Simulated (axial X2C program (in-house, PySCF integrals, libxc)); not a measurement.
Bond lengths and stretching modes, held linear, of FSnF⁻

Computed with an in-house all-electron X2C program for linear molecules (integrals from PySCF): two-component X2C with atomic mean-field Coulomb and Gaunt terms, Gaussian nuclei, basis F dyall-av3z, Sn dyall-v3z with contracted cores. Spin-free rows use the one-electron spin-free X2C Hamiltonian.

Masses F 18.998, Sn 119.902, F 18.998 u. States: 2c Ω = 1/2 (beyond evenly filled blocks: ω = 1/2); spin-free M_S = 1/2, Λ = 1 (beyond evenly filled blocks: π+α).

PBE0, 2c: energies above the lowest point

```
r(F–Sn) (Å)  r(Sn–F) (Å)  E (meV)
     2.1050       2.1050    28.21
     2.1050       2.1590    11.69
     2.1050       2.2130    17.84
     2.1590       2.1050    11.69
     2.1590       2.1590     0.00
     2.1590       2.2130    10.83
     2.1590       2.2670    38.68
     2.2130       2.1050    17.84
     2.2130       2.1590    10.83
     2.2130       2.2130    26.20
     2.2670       2.1590    38.68
     2.2670       2.2670    94.87
```

Question: Fit a quadratic surface with cubic terms in each bond: where is the minimum, and what are the two stretching wavenumbers?

Answer: At PBE0, 2c: bonds 2.158 and 2.158 Å; harmonic stretches 340.9 and 364.2 cm⁻¹; force constants 1.24, 1.24 and coupling 0.25 mdyn/Å.

The other levels and Hamiltonians give:

| Hamiltonian | level | r(F–Sn) (Å) | r(Sn–F) (Å) | lower stretch (cm⁻¹) | upper stretch (cm⁻¹) |
| --- | --- | --- | --- | --- | --- |
| 2c | HF | 2.160 | 2.160 | 309.6 | 356.7 |
| 2c | BHandHLYP | 2.157 | 2.157 | 332.8 | 364.7 |
| 2c | MP2 | 2.160 | 2.160 | 345.7 | 366.6 |
| spin-free | PBE0 | 2.154 | 2.154 | 343.4 | 366.1 |
| spin-free | HF | 2.155 | 2.155 | 312.4 | 358.7 |
| spin-free | BHandHLYP | 2.153 | 2.153 | 335.4 | 366.8 |
| spin-free | MP2 | 2.155 | 2.155 | 348.1 | 368.5 |

Each state is one determinant, the lowest of a limited PBE0 search; the stretches come from a fit to these few points and carry an uncertainty of a few per cent. Other orders of the atoms were not compared. MP2 freezes inner shells (threshold -2 hartree). For an anion the highest level of a functional can be positive, and the basis then holds the extra electron. The molecule was held linear; bending was not examined, so a bent shape may lie lower. Note: functional without a current term on a determinant with orbital currents, of the molecule or an atom.
